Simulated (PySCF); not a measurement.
Computed IR spectrum (relative IR intensity) of a molecule CH₅AlOS. Geometry: PBE-D3(BJ)/def2-SVP. The values are those of a single conformer. Level of theory: PBE-D3(BJ)/def2-SVP (PySCF). Frequencies are harmonic and unscaled.

ν (cm⁻¹): 131 (w), 230 (w), 446 (m), 454 (vw), 604 (s), 643 (vw), 730 (s), 1140 (w), 1207 (vs), 1433 (w), 1933 (s), 2911 (m), 2986 (m), 2999 (w) (against the strongest line: vs over 80 %, s over 45 %, m over 15 %, w over 4 %, vw less)

Question: Identify the compound among the candidates.
(A) C[O][AlH][SH]
(B) C[S][AlH][OH]
(C) [CH3][Al]([OH])[SH]

Answer: A, C[O][AlH][SH]
